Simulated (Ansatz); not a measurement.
Consider the atomization: `BC(F)[SiH2][SiH3]` → B• + C• + F• + 8 H• + 2 Si•.

Computed with Ansatz on PBE0-D4/def2-TZVP structures; ΔE is electronic, products minus reactants. CCSD(T)/CBS is the MP2 limit (def2-TZVPP, def2-QZVPP) plus CCSD(T) − MP2 in def2-TZVPP, frozen cores. This one scheme is used for every species, atoms too. Functionals use def2-TZVPP. B3LYP here is the variant with VWN-RPA as its local correlation; programs differ in this. No spin–orbit coupling; open shells (•) take unrestricted orbitals. Spin–orbit coupling would lower the free atoms: a little for B, C, F, Si. One conformer a species, not always the lowest.

`BC(F)[SiH2][SiH3]`:

Cartesian coordinates in Å:
```
B -1.719 0.863 -0.608
C -0.513 0.366 -1.379
F -0.728 -0.296 -2.577
Si 0.007 -0.935 -0.004
Si 1.646 -0.049 1.406
H -1.503 1.516 0.373
H -2.827 0.522 -0.889
H 0.351 1.028 -1.486
H 0.470 -2.129 -0.754
H -1.191 -1.325 0.796
H 2.827 0.364 0.600
H 2.071 -1.066 2.403
H 1.109 1.140 2.118
```

```json
{"level": "r2SCAN-D4", "ΔE (kcal/mol)": "1017.9", "difference from CCSD(T)/CBS": "6.8"}
{"level": "B3LYP-D4", "ΔE (kcal/mol)": "1014.8", "difference from CCSD(T)/CBS": "3.7"}
{"level": "r2SCAN", "ΔE (kcal/mol)": "1016.3", "difference from CCSD(T)/CBS": "5.2"}
{"level": "B3LYP", "ΔE (kcal/mol)": "1004.1", "difference from CCSD(T)/CBS": "-7.0"}
{"level": "HF/def2-TZVPP", "ΔE (kcal/mol)": "767.6", "difference from CCSD(T)/CBS": "-243.5"}
{"level": "SCS-MP2/def2-TZVPP", "ΔE (kcal/mol)": "993.5", "difference from CCSD(T)/CBS": "-17.6"}
{"level": "CCSD/def2-TZVPP", "ΔE (kcal/mol)": "975.7", "difference from CCSD(T)/CBS": "-35.4"}
{"level": "CCSD(T)/def2-TZVPP", "ΔE (kcal/mol)": "987.0", "difference from CCSD(T)/CBS": "-24.1"}
{"level": "HF/CBS(def2)", "ΔE (kcal/mol)": "769.2", "difference from CCSD(T)/CBS": "-241.9"}
{"level": "CCSD/CBS(def2)", "ΔE (kcal/mol)": "999.8", "difference from CCSD(T)/CBS": "-11.3"}
{"level": "CCSD(T)/CBS", "ΔE (kcal/mol)": "1011.1", "difference from CCSD(T)/CBS": "0"}
```

Largest T1 diagnostic among the species: 0.014.

The D4 term adds +10.8 kcal/mol with B3LYP and +5.7 kcal/mol with PBE0; it sums over pairs of atoms, weighted by their polarisabilities, and B3LYP, whose exchange is more repulsive, gets the larger term. From PBE to PBE0 (25 % exact exchange), in def2-TZVPP and without D4, ΔE moves by −8.7 kcal/mol: exact exchange takes away binding that semilocal exchange gives to molecules.

For atomizations the MP2-based limit and the directly extrapolated one differ by several kJ/mol either way, and by 10 to 25 for some Ge, Se and Sn compounds, so smaller differences from it don't rank the levels.
